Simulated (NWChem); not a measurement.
System: BSiH4O3F; SMILES OB(O)O[SiH2]F

Here is an NWChem input.

```
start job
memory heap 200 mb stack 900 mb global 1100 mb
geometry units angstroms
  Si    -1.433139    -0.507614     0.061694
  F     -2.133439     0.325386    -1.113906
  O      0.015461     0.141886     0.231994
  B      1.374461     0.162986     0.300194
  O      2.004661     1.223686     0.841794
  O      2.130861    -0.859214    -0.153906
  H     -1.393139    -1.884414    -0.408706
  H     -2.168539    -0.233714     1.281494
  H      1.424061     1.919086     1.148394
  H      1.651261    -1.575514    -0.566006
end
basis spherical
  * library def2-svp
end
dft
  xc xpbe96 cpbe96
  disp vdw 4
  iterations 150
end
driver
  maxiter 120
end
task dft optimize
task dft freq
```

The level has its own optimisation; frequencies are unscaled. Brackets give each atom's bonded neighbours.

**Question.** Give the results of this calculation. (PBE-D3(BJ)/def2-SVP.) Quantities: r F–Si (Å); r O–Si (Å); r B–O [B(OOO)–O(BSi)] (Å); r H–O (Å); highest harmonic frequency (cm⁻¹); lowest (cm⁻¹); zero-point energy (kcal/mol); dipole (D).

**Answer.** r F–Si (Å): 1.632
r O–Si (Å): 1.659
r B–O [B(OOO)–O(BSi)] (Å): 1.400
r H–O (Å): 0.972
highest harmonic frequency (cm⁻¹): 3772
lowest (cm⁻¹): 40
zero-point energy (kcal/mol): 36.4
dipole (D): 2.22
